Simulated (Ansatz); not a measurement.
Ansatz results at the PBE0-D4/def2-TZVP geometry: HOMO–LUMO gap (ωB97M-V/def2-TZVPP) 11.32 eV; size of the dipole moment (PBE/def2-TZVPP) 1.64 D; HOMO–LUMO gap (PBE0/def2-TZVPP) 7.24 eV.

Each molecule was computed in one conformer, which needn't be the lowest.

Which molecule gave them?
A. `F[CH]1[NH][AlH]1`
B. `BOCBS`
C. `C1CNC1`
D. `BCSBO`

D. The others give `F[CH]1[NH][AlH]1`: 9.48, 2.28, 5.68; `C1CNC1`: 11.54, 1.15, 7.71; `BOCBS`: 11.46, 2.05, 7.28.
